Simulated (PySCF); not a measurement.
Shieldings and the share of exact exchange

Molecule: `InChI=1S/C2H5Cl3Si/c3-2(4,5)1-6/h1H2,6H3`.

Atom-mapped SMILES (the numbers label the heavy atoms): `[SiH3:1][CH2:2][C:3]([Cl:4])([Cl:5])[Cl:6]` (H(Xn): hydrogen on atom n).

GIAO shieldings (ppm, equivalent atoms averaged) in PySCF 2.14 on the PBE0-D3(BJ)/def2-SVP geometry, basis pcSseg-1, gas phase, non-relativistic:

```csv
functional,exact exchange (%),σ(Si1),σ(C3),σ(C2),σ(Cl4/Cl5/Cl6)
BLYP,0,396.4,40.3,127.2,376.4
BP86,0,405.0,47.5,132.3,388.7
PBE,0,406.9,48.8,133.0,394.7
B3LYP,20,408.0,51.0,133.5,417.1
PBE0,25,420.9,61.4,140.3,444.3
mPW1PW91,25,418.5,60.2,139.5,441.0
HF,100,455.1,89.4,152.9,557.9
```

**Question.** Fit each shielding as a line in the percentage of exact exchange.

**Answer.** σ(Si1) = 403.0 + 0.53 x (rms 4.2 ppm); σ(C3) = 46.2 + 0.44 x (rms 3.5 ppm); σ(C2) = 131.6 + 0.22 x (rms 2.5 ppm); σ(Cl4/Cl5/Cl6) = 389.7 + 1.72 x (rms 8.2 ppm). The functionals also differ in their semilocal parts, which the line can't hold; Hartree–Fock has no correlation at all.

**Question.** What does the line predict for BHandHLYP (50 %), and what does the run give?

**Answer.** σ(Si1): 429.5 predicted, 425.2 computed; σ(C3): 68.2 predicted, 65.8 computed; σ(C2): 142.6 predicted, 141.1 computed; σ(Cl4/Cl5/Cl6): 475.7 predicted, 471.6 computed ppm.
